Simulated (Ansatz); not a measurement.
```yaml
crystal:
  periodic: [false, false, false]
  atoms:
    - {symbol: Cl, position_ang: [-0.446926, -0.467767, 2.228072]}
    - {symbol: Sn, position_ang: [0.028242, -0.037726, 0.014177]}
    - {symbol: Cl, position_ang: [1.863877, -1.321495, -0.528448]}
    - {symbol: I, position_ang: [-2.027162, -0.768652, -1.482507]}
    - {symbol: I, position_ang: [0.631869, 2.522038, -0.272595]}
basis:
  gaussian: {orbitals: def2-SVP}
hamiltonian: {xc: {name: CCSD(T)}, dispersion: d4}
output: {forces: true}
```

```sh
$ ansatz run in.yaml --threads 8 --pin off --events-out ev --progress --plain --max-ram 20889MiB
```

Task: How does Ansatz answer? (Best estimate.)

Result: Computed: The input was rejected before any iteration.
```
Error: YAML parse error: error: line 11 column 19: hamiltonian.xc: no functional is named "CCSD(T)"; the names, which are not case-sensitive, are SVWN5, SPW92, PBE, PBE0, PBEsol, revPBE, revPBE0, RPBE, rPW86-PBE, HSE06, wPBEh, LC-wPBE, HISS, HF, BLYP, B3LYP, B3LYP5, BHLYP, CAM-B3LYP, r2SCAN, r2SCANh, r2SCAN0, r2SCAN50, m-r2SCAN, B97, wB97, wB97X, wB97X-V, B97M-V, wB97M-V, B2PLYP, B2GP-PLYP, PBE0-DH, PBE-QIDH
 9 | basis:
10 |   gaussian: {orbitals: def2-SVP}
11 | hamiltonian: {xc: {name: CCSD(T)}, dispersion: d4}
12 | output: {forces: true}
```

HSE06 is defined as in plane-wave codes.
